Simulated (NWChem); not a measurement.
Molecule: C4H7F; SMILES CC1(CC1)F

Computed with NWChem. Medium grid unless said otherwise, to which SCAN and Minnesota functionals are sensitive. The geometry was optimised at B3LYP/6-31G* (spherical d). B3LYP is NWChem's, with the RPA form of VWN correlation.

Question: Order these by “highest occupied level (eV)”, lowest first: r2SCAN/def2-TZVP; B3LYP/def2-TZVP; CAM-B3LYP/def2-TZVP.

Answer: CAM-B3LYP/def2-TZVP (-9.31), B3LYP/def2-TZVP (-7.67), r2SCAN/def2-TZVP (-6.70)
